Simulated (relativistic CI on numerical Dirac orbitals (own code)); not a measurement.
## One change at a time: Er LII

Base calculation: Dirac-Coulomb-Breit CI, KLI orbitals optimised for each configuration, model QED, unscaled Slater integrals.

Configuration list (outside the closed core [Ne]): 3s²3p⁵, 3s3p⁶, 3s²3p⁴3d, 3s3p⁵3d, 3p⁶3d, 3s3p⁴3d², 3s²3p³3d4p, 3p⁶4s, 3s3p⁴3d4s, 3s²3p⁴4s, 3p⁶4p, 3s²3p⁴4p, 3s²3p⁴4d, 3p⁵3d4p, 3s3p⁵4s, 3s²3p⁴4f, 3s3p⁵4p, 3s3p⁵4d, 3s3p⁵4f, 3s²3p⁴5s, 3s²3p⁴5p, 3s²3p³4s4p, 3s²3p⁴5d, 3s²3p⁴5f, 3s²3p⁴5g, 3s3p⁴4s², 3s3p⁵5s, 3s3p⁵5p, 3s²3p³3d², 3s²3p²3d³, 3s3p³3d³, 3s²3p²3d²4s, 3s²3p²3d²4p, 3s²3p²3d²4d, 3p⁵3d², 3p⁴3d³, 3p⁴3d²4s, 3p⁴3d²4p, 3p⁴3d²4d, 3s²3p³3d4s, 3s3p³3d²4s, 3s²3p²3d4s², 3s²3p²3d4s4p, 3s²3p²3d4s4d, 3p⁵3d4s, 3p⁴3d4s², 3p⁴3d4s4p, 3p⁴3d4s4d, 3s²3p³4s², 3s3p³3d4s², 3s²3p²4s²4p, 3s²3p²4s²4d, 3s²3p³4p², 3s²3p²3d4p², 3s3p³3d4p², 3s²3p²4s4p², 3s²3p²4p³, 3s²3p²4p²4d. Double excitations out of closed p, d and f shells are left out; levels of such configurations are missing from the list, as are those of other unlisted configurations, and high levels can miss mixing partners. These lack a partner that the ground configuration has and come out too high: 3s²3p⁴4f, 3s3p⁵4p, 3s3p⁵4d, 3s3p⁵4f, 3s²3p⁴5s.

Variants: (1) Breit term removed; (2) QED terms removed. Shifts of the energy above 3s²3p⁵ ²P°3/2, in eV, for the lowest level and the first level of each name with at least 55 % of one term (blank where a level changes its place among those of its configuration and J or its character, or is not in the variant):

```
         Level     Base    Δ(1)    Δ(2)
 3s²3p⁵ ²P°3/2    0.000   0.000   0.000
 3s²3p⁵ ²P°1/2  231.815  +2.587  -0.279
3s²3p⁴3d ²D3/2  237.709  +0.972  +0.569
3s²3p⁴3d ⁴F9/2  268.429  +3.218  +0.425
   3s3p⁶ ²S1/2  402.843  +0.773  +2.280
3s²3p⁴3d ⁴D1/2  432.762  +3.594  +0.323
3s²3p⁴3d ²G7/2  451.849  +4.616  +0.286
3s²3p⁴3d ²G9/2  503.766  +6.171  +0.146
3s3p⁵3d ⁴P°1/2  596.084  +1.222  +3.159
```

At this charge energies of transitions that change n are usually good to better than 1 %, and those within a shell (Δn = 0) to a few per cent.

Ionisation energy from the two ground configurations alone: base 4747.28 eV; Breit term removed 4751.9 eV. The NIST ASD value (theoretical) is 4748 eV.

LS names give the leading component of a level, which can be under half, so a name can repeat, a term be missing and a line seem to break the LS rules.
